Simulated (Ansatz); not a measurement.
Consider the homolysis of the In–N bond: `[CH3][In]([Cl])[N]=C=O` → `[CH3][In][Cl]`• + `[N]=C=O`•.

Program: Ansatz. Geometries: PBE0-D4/def2-TZVP. ΔE: electronic, gas phase. CCSD(T)/CBS adds triple-zeta CCSD(T) − MP2 to the extrapolated MP2 energy (def2 sets, frozen cores). This one scheme is used for every species. No spin–orbit coupling; open shells (•) take unrestricted orbitals. Elements past krypton have def2 core potentials. For In outer-core shells are correlated without core-valence functions, which leaves a few kJ/mol of doubt a bond. Each species was taken in one conformer, which may not be the lowest.

`[CH3][In]([Cl])[N]=C=O`:

```xyz
9

C    -1.988   -0.340   -0.103
In    0.129   -0.443   -0.095
Cl    1.396   -2.356   -0.470
N     1.331    1.155    0.255
C     2.517    1.353    0.320
O     3.652    1.617    0.397
H    -2.368   -0.857   -0.983
H    -2.301    0.703   -0.112
H    -2.368   -0.832    0.792
```

`[CH3][In][Cl]`•:

```xyz
6

C     0.512   -0.605    0.198
In   -0.240    1.468    0.386
Cl   -2.095    1.886   -1.050
H     0.790   -0.731   -0.849
H     1.359   -0.765    0.860
H    -0.326   -1.254    0.454
```

`[N]=C=O`•:

```xyz
3

N     0.035    0.215    1.185
C     0.000   -0.003   -0.017
O    -0.034   -0.212   -1.168
```

```tsv
species	CCSD(T)/CBS(def2) energy (Eh)
`[CH3][In]([Cl])[N]=C=O`	-857.45851
`[CH3][In][Cl]`•	-689.47601
`[N]=C=O`•	-167.83195
```

**Question.** Work out ΔE.

**Answer.** ΔE = (-689.47601) + (-167.83195) − (-857.45851) = 0.15055 Eh = +395.3 kJ/mol.

Largest T1 diagnostic among the species: 0.026.

At CCSD(T), def2-SVP lies −24.8 kJ/mol from the extrapolated value and def2-TZVPP −15.4 kJ/mol: correlation converges slowly with the basis, and small sets miss more of it in the bonded molecule than in its fragments. Leaving LDA and LC-ωPBE aside and taking each functional with its dispersion term where it has one, the values, not all of them listed here, spread over 62.4 kJ/mol, from BLYP-D4 to PBE-QIDH. LDA lies +69.4 kJ/mol from PBE without D4, its usual overbinding.
